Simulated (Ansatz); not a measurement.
System: C$_{4}$H$_{2}$BrO (charge 0, doublet). It need not be the lowest isomer of its formula. SMILES: c1c(oc[c]1)Br
Coordinates optimised at B3LYP-D3(BJ)/def2-TZVP (Ansatz, a first-principles code):
```xyz
8

Br     1.4172    -0.3689     0.1812
C     -0.3347     0.2201    -0.0639
C     -0.8382     1.4613    -0.3041
C     -2.2353     1.2283    -0.3882
C     -2.5075    -0.0744    -0.2054
O     -1.3037    -0.7241     0.0018
H     -0.2879     2.3791    -0.4019
H     -3.3890    -0.6862    -0.1848
```
Charge 0, spin multiplicity 2.

Wanted: atomisation energy (electronic, to ground-state atoms), in kcal/mol. Correlated levels leave the core frozen unless marked. Open shells are spin-unrestricted. Spin-orbit coupling is left out. The frozen core is the preceding noble-gas configuration, with the filled d and f shells of earlier blocks. No relativistic terms. The coupled-cluster limit lacks core correlation, which all-electron functionals hold. Basis-set limits of correlation are two-point, X^-3; Hartree-Fock from the larger set.

| level | program | atomisation energy (kcal/mol) |
|---|---|---|
| HF/6-31G* | Ansatz | 562.1 |

Question: Predict the CCSD(T)/CBS(cc-pVTZ,cc-pVQZ) result (Ansatz).

Answer: 827.4 kcal/mol
